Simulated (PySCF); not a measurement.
SMILES [CH3][Ge]([CH3])([CH3])[B](O)O (C3H11BGeO2), GFN2-xTB optimised geometry.

```
18

Ge    -0.37    -0.72     0.00
C     -0.93     1.21     0.00
C      1.62    -0.72     0.00
C     -0.92    -1.44     1.77
B     -1.17    -1.77    -1.58
O     -0.75    -3.04    -1.69
O     -2.05    -1.31    -2.49
H     -2.01     1.31     0.09
H     -0.49     1.74     0.84
H     -0.62     1.71    -0.91
H      2.01    -0.22     0.88
H      2.01    -0.20    -0.87
H      2.00    -1.74    -0.01
H     -1.99    -1.37     1.91
H     -0.64    -2.49     1.86
H     -0.44    -0.90     2.58
H     -1.12    -3.54    -2.43
H     -2.33    -0.40    -2.39
```

Density from B3LYP/def2-SVP run with PySCF at that geometry.

Minimum of the electron density along straight lines between bonded atoms, close to the bond critical point (lines longer than 1.1 times the sum of covalent radii, or with two minima, are not listed):

```json
[
 {"bond": "Ge1–C2", "length / Å": "2.004", "ρ at the minimum / e bohr⁻³": "0.118", "∇²ρ there / e bohr⁻⁵": "0.06", "position (fraction from the first atom)": "0.46"},
 {"bond": "Ge1–C3", "length / Å": "1.991", "ρ at the minimum / e bohr⁻³": "0.120", "∇²ρ there / e bohr⁻⁵": "0.05", "position (fraction from the first atom)": "0.47"},
 {"bond": "Ge1–C4", "length / Å": "1.993", "ρ at the minimum / e bohr⁻³": "0.120", "∇²ρ there / e bohr⁻⁵": "0.05", "position (fraction from the first atom)": "0.47"},
 {"bond": "Ge1–B5", "length / Å": "2.059", "ρ at the minimum / e bohr⁻³": "0.118", "∇²ρ there / e bohr⁻⁵": "-0.14", "position (fraction from the first atom)": "0.51"},
 {"bond": "B5–O6", "length / Å": "1.343", "ρ at the minimum / e bohr⁻³": "0.211", "∇²ρ there / e bohr⁻⁵": "1.22", "position (fraction from the first atom)": "0.33"},
 {"bond": "B5–O7", "length / Å": "1.354", "ρ at the minimum / e bohr⁻³": "0.204", "∇²ρ there / e bohr⁻⁵": "1.15", "position (fraction from the first atom)": "0.33"},
 {"bond": "C2–H8", "length / Å": "1.088", "ρ at the minimum / e bohr⁻³": "0.272", "∇²ρ there / e bohr⁻⁵": "-0.96", "position (fraction from the first atom)": "0.62"},
 {"bond": "C2–H9", "length / Å": "1.085", "ρ at the minimum / e bohr⁻³": "0.274", "∇²ρ there / e bohr⁻⁵": "-0.99", "position (fraction from the first atom)": "0.62"},
 {"bond": "C2–H10", "length / Å": "1.087", "ρ at the minimum / e bohr⁻³": "0.272", "∇²ρ there / e bohr⁻⁵": "-0.97", "position (fraction from the first atom)": "0.62"},
 {"bond": "C3–H11", "length / Å": "1.086", "ρ at the minimum / e bohr⁻³": "0.273", "∇²ρ there / e bohr⁻⁵": "-0.98", "position (fraction from the first atom)": "0.62"},
 {"bond": "C3–H12", "length / Å": "1.086", "ρ at the minimum / e bohr⁻³": "0.273", "∇²ρ there / e bohr⁻⁵": "-0.98", "position (fraction from the first atom)": "0.62"},
 {"bond": "C3–H13", "length / Å": "1.086", "ρ at the minimum / e bohr⁻³": "0.274", "∇²ρ there / e bohr⁻⁵": "-0.99", "position (fraction from the first atom)": "0.62"},
 {"bond": "C4–H14", "length / Å": "1.086", "ρ at the minimum / e bohr⁻³": "0.273", "∇²ρ there / e bohr⁻⁵": "-0.98", "position (fraction from the first atom)": "0.62"},
 {"bond": "C4–H15", "length / Å": "1.086", "ρ at the minimum / e bohr⁻³": "0.274", "∇²ρ there / e bohr⁻⁵": "-0.99", "position (fraction from the first atom)": "0.62"},
 {"bond": "C4–H16", "length / Å": "1.086", "ρ at the minimum / e bohr⁻³": "0.273", "∇²ρ there / e bohr⁻⁵": "-0.98", "position (fraction from the first atom)": "0.62"},
 {"bond": "O6–H17", "length / Å": "0.961", "ρ at the minimum / e bohr⁻³": "0.354", "∇²ρ there / e bohr⁻⁵": "-2.31", "position (fraction from the first atom)": "0.81"},
 {"bond": "O7–H18", "length / Å": "0.956", "ρ at the minimum / e bohr⁻³": "0.359", "∇²ρ there / e bohr⁻⁵": "-2.41", "position (fraction from the first atom)": "0.81"}
]
```
